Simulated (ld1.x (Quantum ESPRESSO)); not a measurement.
**beryllium: one change to a TM potential, before and after**

beryllium (Be), norm-conserving Troullier–Martins (Kleinman–Bylander form), made with ld1.x (Quantum ESPRESSO) 7.5 (PBE, scalar-relativistic). Core [He], reference 2s1 2p1. Waves: 2p (bound): rc 2.60 bohr; 2s (bound): rc 2.20 bohr. Local part: the s channel. Core correction: none.

Change: wave 2p (bound): rc 2.60 bohr becomes 2p (bound): rc 2.86 bohr.

Cutoffs: the cutoffs (Ry, on a coarse ladder) from which the occupation-weighted sum of valence levels, in a spherical-Bessel basis at the reference potential, stays within 10 and 1 mRy of its value at 400 Ry; they do not see the model core or the augmentation charge, which bear on the density cutoff. Errors are all-electron minus pseudo energies relative to the spin-unpolarised reference configuration.

Q: What does the change do?

A: The potential gets neither clearly harder nor softer (10 Ry and 15 Ry → 10 Ry and 15 Ry); of the 5 tests that both files solve, the error grows in 2 and shrinks in 0 by more than 15 % and 0.3 meV (median size 11.2 → 11.2 meV); neither file shows a bound ghost.

| quantity | base | changed |
| --- | --- | --- |
| cutoff, loose | 10 Ry | 10 Ry |
| cutoff, tight | 15 Ry | 15 Ry |
| loose cutoff by channel (10 mRy a level) | p 10 Ry, s 8 Ry | p 8 Ry, s 8 Ry |
| bound ghosts | none | none |
| error for 2s2 2p0, meV [ΔE -3.61 eV] | +0.8 | -0.8 |
| error for 2s1 2p0, meV [ΔE 5.94 eV] | +32 | +35 |
| error for 2s1.5 2p0, meV [ΔE 0.15 eV] | +11 | +11 |
| error for 2s0 2p1, meV [ΔE 9.85 eV] | -15 | -18 |
| error for 2s0 2p2, meV [ΔE 3.64 eV] | 0.0 | -1.4 |
